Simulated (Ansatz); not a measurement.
A run for Ansatz (an electronic-structure program): R-SVWN5/def2-TZVPP on ClHSSi (SMILES S[Si]Cl), a point of a torsion scan.

Ansatz 0.2 input:
```yaml
crystal:
  periodic: [false, false, false]
  atoms:
    - {symbol: S, position_ang: [-1.24512099, 0.45048502, 0.38469062]}
    - {symbol: Si, position_ang: [0.80318909, 0.90664926, -0.22449082]}
    - {symbol: Cl, position_ang: [0.82227027, 0.21340097, -2.16691853]}
    - {symbol: H, position_ang: [-1.43034152, -0.61311746, -0.38597214]}
basis:
  gaussian:
    orbitals: def2-TZVPP
hamiltonian:
  xc: {name: SVWN5}
scf: {lower_state_search: off}
```

It printed:

```
WARN ansatz: RAYON_NUM_THREADS=2 ignored (pool sized by the plan → 2); use --threads N
Functional definition: SVWN5
these checks for a lower state are left out or cut short: stability, starts, cluster_reference, orbital_swaps, neighbouring_geometries, increment
integrals: 0.06 GiB planned
925 factors; their error is unknown
mean field: 0.40 GiB planned
mean field evaluation 1: about -31143.9662 eV, gradient 2.2e1 eV
mean field evaluation 2: about -31140.5635 eV, gradient 4.0e1 eV
mean field evaluation 4: about -31145.3492 eV, gradient 2.5e0 eV
mean field evaluation 8: about -31145.3626 eV, gradient 6.2e-2 eV
mean field evaluation 16: about -31145.3356 eV, gradient 5.2e-5 eV
mean field -31145.33559832 eV, -1144.5699721717 hartree, gradient 6.5e-6 eV, S^2 0.000000; 0 other end points of the search recorded, 0 dependent functions left out
reference -31145.33562709 eV, -1144.5699732287 hartree; 24, 24 occupied and 116, 116 virtual orbitals, 925 factors
Total energy: -31145.33562709 eV, -1144.5699732287 hartree
Checks for a lower state left out: stability, starts, cluster_reference, orbital_swaps, neighbouring_geometries, increment
```

The calculation finished and met its thresholds.

Cost: very roughly 0.7 core-seconds.
